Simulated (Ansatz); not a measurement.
Complex (SMILES): C#N (CH-N) with [H][H] (H2), atoms 1 to 3 the first; geometry from B3LYP-D3(BJ)/def2-TZVP, monomers rigid:
```xyz
5

C      0.0824     0.0127    -0.2975
N     -0.1799    -0.1015     0.8121
H      0.3266     0.1188    -1.3306
H     -0.9999    -0.4792     4.2527
H     -0.8279    -0.3991     3.5322
```

Interaction energy at CCSD(T) with Ansatz (a program for electronic structure), kcal/mol, without and with the counterpoise correction (monomers among the partner's ghost functions). All functions are spherical. Cores are frozen. No added dispersion term, no relativity. Reference, counterpoise-corrected: Hartree-Fock in aug-cc-pVQZ plus the correlation part extrapolated as X^-3 from aug-cc-pVTZ and aug-cc-pVQZ, -0.54.

```tsv
basis	functions	uncorrected	counterpoise	counterpoise correction	mean of both
pcseg-0	24	-1.01	-0.19	0.82	-0.60
cc-pVDZ	43	-0.87	-0.29	0.58	-0.58
6-311G**	54	-0.69	-0.31	0.37	-0.50
aug-cc-pVDZ	73	-0.76	-0.43	0.33	-0.59
def2-TZVP	80	-0.39	-0.31	0.08	-0.35
cc-pVTZ	102	-0.60	-0.41	0.18	-0.50
pcseg-2	102	-0.45	-0.39	0.06	-0.42
aug-cc-pVTZ	161	-0.68	-0.51	0.17	-0.60
def2-QZVPP	204	-0.49	-0.47	0.03	-0.48
aug-cc-pVQZ	298	-0.58	-0.53	0.06	-0.55
aug-pcseg-3	317	-0.63	-0.51	0.12	-0.57
cc-pV5Z	347	-0.51	-0.50	0.01	-0.51
```

The corrected value lies nearer the reference in 6 of 12 rows.
